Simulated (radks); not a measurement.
The numbers below are computed, except where a source is named.
Task: Mn5+, configuration [Ar] 3d2 (the NIST ground configuration). Code: a radial shooting solver on a logarithmic mesh with Libxc functionals. Model: Dirac Kohn-Sham, PBEsol, spin-unpolarised, spherical densities, point nucleus; open shells fill j = l - 1/2 first.

Spin-orbit splittings of the eigenvalues, e(l+1/2) - e(l-1/2), with zeta = 2 splitting/(2l+1) and mean radii in bohr:

shell  occ.  splitting (eV)  zeta (eV)  <r> j=l-1/2  <r> j=l+1/2
2p        6           10.40      6.936       0.2452       0.2481
3p        6           1.430     0.9535       0.8468       0.8539
3d        2          0.1802    0.07208       0.9058       0.9079
4p        0               ?          ?        2.169        2.182

Estimate the 4p splitting.

Result: 0.2723 eV (zeta = 0.1816 eV).
